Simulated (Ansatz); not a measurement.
Name a neutral molecule of B, C, F, O, S and H with LUMO energy (PBE/def2-TZVPP) between -1.60 and -1.30 eV and LUMO energy (B3LYP/def2-TZVPP) between -0.85 and -0.55 eV (Ansatz, PBE0-D4/def2-TZVP geometry).

`OCB(F)S` (-1.43 eV, -0.68 eV); `OB1SC1F` (-1.52 eV, -0.77 eV); `CB(F)C(O)S` (-1.38 eV, -0.69 eV). Other molecules can fit too; these were computed, each in one conformer that needn't be the lowest.

B3LYP here is the variant with VWN-RPA as its local correlation; programs differ in this.
